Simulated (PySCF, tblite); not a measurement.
C8H15P.
Geometry (GFN2-xTB, Å), atoms numbered from 1 in this order:
```
atom  x, y, z in Å
C1     3.9383    0.2876    1.2584
C2     3.1370   -0.2793    0.1388
C3     1.8090   -0.2184    0.0472
P4     0.9756   -0.9566   -1.3808
C5    -0.6747   -0.7168   -1.2017
C6    -1.5787   -0.0656   -0.1861
C7    -3.0290   -0.2155   -0.6646
C8    -1.2704    1.4329   -0.0629
C9    -1.4539   -0.7576    1.1782
H10    3.3001    0.7624    2.0007
H11    4.6460    1.0239    0.8768
H12    4.5164   -0.5007    1.7412
H13    3.7038   -0.7701   -0.6429
H14    1.2448    0.2716    0.8274
H15   -1.2135   -1.1467   -2.0415
H16   -3.2943   -1.2664   -0.7628
H17   -3.1666    0.2677   -1.6298
H18   -3.7114    0.2445    0.0477
H19   -0.2631    1.6097    0.3011
H20   -1.9731    1.9013    0.6240
H21   -1.3650    1.9136   -1.0346
H22   -2.1595   -0.3202    1.8825
H23   -0.4535   -0.6634    1.5889
H24   -1.6763   -1.8183    1.0792
```

Theory: PBE0/pcSseg-1 in PySCF (dipole) on a GFN2-xTB geometry, gas phase.

Masses are those of the commonest isotopes; rigid-rotor values at the optimised geometry. The values belong to one conformer with, in the numbering `[CH3:1]/[CH:2]=[CH:3]/[P:4]=[CH:5]\[C:6]([CH3:7])([CH3:8])[CH3:9]`, C2–C3–P4–C5 180°.

**Question.** Give the principal moments of inertia and the rotational constants in MHz.

**Answer.** Ia = 207.06, Ib = 738.07, Ic = 830.25 u·Å²; 505379 MHz·u·Å²/I gives A = 2441, B = 684.7, C = 608.7 MHz.

**Question.** Classify the top.

**Answer.** A near-prolate asymmetric top. Ray's parameter κ = (2B − A − C)/(A − C) = -0.917; −1 is the prolate and +1 the oblate limit.

**Question.** What does the inertial defect say?

**Answer.** Not planar: Δ = Ic − Ia − Ib = -114.88 u·Å². For a rigid frame Δ = −2 Σ m c², so Σ m c² = 57.44 u·Å² lies off the ab plane: 19.21 from hydrogen and 38.23 from heavier atoms. The atom farthest from that plane is 2.15 Å away.

**Question.** Give the other two planar moments, Paa and Pbb, and the rms extents of the mass along the axes.

**Answer.** Paa = Σ m a² = (Ib + Ic − Ia)/2 = 680.63 and Pbb = Σ m b² = (Ia + Ic − Ib)/2 = 149.62 u·Å². With the mass M = 142.09 u, the rms extents √(P/M) along a, b and c are 2.19, 1.03, 0.64 Å.

**Question.** List the rotational levels J(Ka,Kc) to J = 2 (MHz).

**Answer.** Above 0(0,0):
J = 1: 1(0,1) 1293, 1(1,1) 3049, 1(1,0) 3126
J = 2: 2(0,2) 3878, 2(1,2) 5560, 2(1,1) 5788, 2(2,1) 11057, 2(2,0) 11059
The levels of one J sum to (2J + 1)J(J + 1)(A + B + C)/3.

**Question.** Which types of transition are allowed, and where do some lines up to J = 4 fall?

**Answer.** The dipole components are |μa| = 0.37 D, |μb| = 1.76 D, |μc| = 0.00 D; the mirror of this Cs structure is the ab plane, so μc vanishes by symmetry and there are no c-type lines. Intensities carry the squares of the components, which stand as 0.04 : 1.00 (a : b). Some lines, for components of 0.1 D or more:

```
type  branch         J(Ka,Kc)    MHz  lower level (cm⁻¹)
   a       Q  4(1,3) ← 4(1,4)    760               0.478
   b       R  2(0,2) ← 1(1,1)    828               0.102
   a       R  1(0,1) ← 0(0,0)   1293               0.000
   a       R  2(0,2) ← 1(0,1)   2584               0.043
   b       R  1(1,1) ← 0(0,0)   3049               0.000
   a       R  3(1,3) ← 2(1,2)   3765               0.185
   a       R  3(0,3) ← 2(0,2)   3871               0.129
   a       R  3(2,2) ← 2(2,1)   3880               0.369
   a       R  3(1,2) ← 2(1,1)   3993               0.193
   b       R  2(1,2) ← 1(0,1)   4267               0.043
   a       R  4(0,4) ← 3(0,3)   5150               0.258
   b       Q  3(2,1) ← 3(1,2)   5168               0.326
   a       R  4(3,1) ← 3(3,0)   5179               0.798
   a       R  4(2,2) ← 3(2,1)   5196               0.499
   b       Q  2(2,0) ← 2(1,1)   5271               0.193
   b       R  3(1,3) ← 2(0,2)   5447               0.129
   b       Q  4(2,3) ← 4(1,4)   5767               0.478
   b       Q  3(3,1) ← 3(2,2)   8972               0.498
   b       R  3(2,2) ← 2(1,1)   9148               0.193
   b       R  3(2,1) ← 2(1,2)   9389               0.185
   b       R  4(2,2) ← 3(1,3)  10820               0.311
   b       Q  4(4,0) ← 4(3,1)  12554               0.970
   b       R  3(3,1) ← 2(2,0)  12850               0.369
   b       R  3(3,0) ← 2(2,1)  12852               0.369
   b       R  4(4,1) ← 3(3,0)  17733               0.798
```

Its lowest GFN2-xTB frequency is 19i cm⁻¹, too small to tell a flat minimum from a shallow saddle. Constants of a rigid frame at the computed geometry: no zero-point averaging, no centrifugal distortion. A rigid rotor knows nothing of internal rotation, which can split or shift real lines.
